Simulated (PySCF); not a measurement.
C₆ coefficients of unlike pairs at UHF

Calculated with PySCF 2.14 from the dipole response of each species, C₆(A,B) = (3/π) ∫ α_A(iu) α_B(iu) du, in atomic units, from isotropic polarisabilities. For ions this is the dispersion term alone; charge-induced terms of lower order in 1/R come first.

```csv
species,configuration,basis,relativity,α (bohr³),C₆ (like pair)
In³⁺,[Kr] 4d10 (1S),aug-cc-pV5Z-PP with ECP28MDF (8s8p6d4f3g2h),core potential,2.875,10.89
Pd,[Kr] 4d10 (1S),"x2c-TZVPPall with one added diffuse shell each of s, p, d, f type (9s7p7d3f1g)",spin-free X2C,19.54,135.9
O⁻,[He] 2s2 2p5 (2P),"aug-cc-pVTZ with one added diffuse shell each of s, p, d, f type (6s5p4d3f)",none,20.00,90.10
N,[He] 2s2 2p3 (4S),dyall-av3z (15s9p3d2f),none,7.119,23.14
```

Problem. Estimate C₆ for N with Pd.

Solution. The integral gives 55.86. The combination rule 2 C_A C_B / (C_A α_B/α_A + C_B α_A/α_B) gives 55.63 and the geometric mean 56.07.

No spin-orbit coupling is included.

The other pairs:

| pair | C₆ |
| --- | --- |
| N, In³⁺ | 14.25 |
| Pd, In³⁺ | 34.69 |
| N, O⁻ | 44.32 |
| O⁻, Pd | 108.3 |
| O⁻, In³⁺ | 25.08 |
